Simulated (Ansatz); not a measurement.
The same hydrogen abstraction along the group Al, Ga, In.

Computed with Ansatz on PBE0-D4/def2-TZVP structures; ΔE is electronic, products minus reactants. CCSD(T)/CBS is the MP2 limit (def2-TZVPP, def2-QZVPP) plus CCSD(T) − MP2 in def2-TZVPP, frozen cores. This one scheme is used for every species, atoms too. Functionals use def2-TZVPP. No spin–orbit coupling; open shells (•) take unrestricted orbitals. Spin–orbit coupling would lower the free atoms: a little for F. def2 core potentials past Kr. Bonds to Ga, In are less sure, by a few kJ/mol each and by 10 to 20 or more in all where they break to atoms, as the def2 sets lack core-valence functions. Scalar relativity is left out up to krypton.

```csv
reaction,CCSD(T)/def2-SVP (kJ/mol),LDA (SPW92) (kJ/mol),PBE-D4 (kJ/mol),CCSD(T)/CBS(def2) (kJ/mol)
`[NH2][AlH2]` + F• → `[NH2][AlH]`• + H–F,-177,-289,-240,-217
`[NH2][GaH2]` + F• → `[NH2][GaH]`• + H–F,-189,-289,-246,-223
`[NH2][InH2]` + F• → `[NH2][InH]`• + H–F,-236,-332,-291,-272
```

Largest T1 diagnostic: 0.019, for `[NH2][InH]`•.
